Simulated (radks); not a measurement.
Q: The table gives one normalised radial function P(r) = r R(r) of Ni in [Ar] 3d8 4s2 (r in bohr). Method: scalar-relativistic Kohn-Sham, MS2 meta-GGA, spin-unpolarised, spherical densities, finite nucleus; meta-GGA in the generalised Kohn-Sham scheme; Fermi nuclear charge, rms radius 3.7757 fm; computed with a radial shooting solver on a logarithmic mesh with Libxc functionals.

r	P
0.006105	0.0091
0.008013	0.0150
0.01052	0.0247
0.01381	0.0401
0.01812	0.0645
0.02379	0.1018
0.03122	0.1570
0.04098	0.2344
0.05379	0.3355
0.0706	0.4543
0.09267	0.5688
0.1216	0.6361
0.1609	0.5907
0.2113	0.3729
0.2773	-0.0342
0.364	-0.5557
0.4777	-1.0151
0.6271	-1.2232
0.8231	-1.1059
1.08	-0.7699
1.418	-0.4114
1.861	-0.1642
2.443	-0.0463
3.207	-0.0084
4.209	-0.0009
5.525	0.0000
7.252	0.0000
9.519	0.0000

Which n and l does it have? It may be an empty orbital.

A: n = 3, l = 1: the number of nodes gives n - l - 1 = 1, the rise at small r (about r^(l+1)) gives l, and the extent must fit the shell. The curve is that of 3p. 3p: eigenvalue -72.920 eV, 1 radial node at r = 0.272 bohr, <r> = 0.777 bohr, 90 % of the charge inside 1.20 bohr.
